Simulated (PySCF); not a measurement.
**Two-dimensional NMR puzzle**

Compound of formula C7H11FO. Correlations simulated from computed shifts and the bond graph:

HSQC (one-bond C–H):
```tsv
δH	δC
2.81	41.8
2.28	31.2
1.81	30.2
1.64	26.3
1.62	26.3
1.44	31.2
1.16	30.2
```

COSY cross peaks (H two or three bonds apart, from the bond graph; peaks can be absent where the dihedral angle is near 90°):
```tsv
δH	δH
2.81	2.28
2.81	1.44
2.28	1.64
2.28	1.62
2.28	1.44
1.81	1.64
1.81	1.62
1.81	1.16
1.64	1.62
1.64	1.44
1.64	1.16
1.62	1.44
1.62	1.16
```

HMBC (two and three bonds, from the bond graph):
```tsv
δH	δC
2.81	174.7, 31.2, 26.3
2.28	174.7, 41.8, 31.2, 30.2, 26.3
1.81	31.2, 26.3
1.64	41.8, 31.2, 30.2, 26.3
1.62	41.8, 31.2, 30.2, 26.3
1.44	174.7, 41.8, 31.2, 30.2, 26.3
1.16	31.2, 26.3
```

Carbons without hydrogens: δ 174.7.

Method: GIAO PBE0/pcSseg-1 shieldings, geometry from GFN2-xTB, in PySCF 2.14.0 with density-fitted response routines (equivalent nuclei averaged, no relativistic terms, single conformer, no solvent).

Shifts are taken against calculated references (same method and geometry level): 1H and 13C against TMS.

Exchangeable hydrogens are left out of these lists.

Q: Which molecule is this?

A: `O=C(F)C1CCCCC1`.

Structure with atom numbers: `[O:1]=[C:2]([F:3])[CH:4]1[CH2:5][CH2:6][CH2:7][CH2:8][CH2:9]1` (H(Xn): hydrogen on atom n). Ha(C5), Ha(C6), Ha(C7), Ha(C8), Ha(C9) are cis to C2 on the ring; Hb(C5), Hb(C6), Hb(C7), Hb(C8), Hb(C9) are trans to C2 on the ring.

1. δC 174.7 is C2, a carbonyl carbon.
2. δC 41.8 is C4, an sp3 CH α to a carbonyl (δH 2.81).
3. δC 31.2 is C5/C9, an sp3 CH2 in a ring (δH 1.44, 2.28).
4. δC 30.2 is C7, an sp3 CH2 in a ring (δH 1.16, 1.81).
5. δC 26.3 is C6/C8, an sp3 CH2 in a ring (δH 1.62, 1.64).
6. HMBC from δH 2.81 reaches the proton-free carbon C2.
7. HMBC from δH 2.28 reaches the proton-free carbon C2.
8. HMBC from δH 1.44 reaches the proton-free carbon C2.
9. COSY links 2.81–2.28, 2.81–1.44, 2.28–1.64, 2.28–1.62, 2.28–1.44, 1.81–1.64.

The shifts were computed for this structure.

Shifts are as computed. Against solution values, carbons near 30 ppm lie about +3 ppm off and those near 130 ppm about +5 ppm. Of 1211 compounds with measured shifts, 218 miss one by over three times the rms of a fit or turn the order of signals round; such compounds aren't used in these exercises.
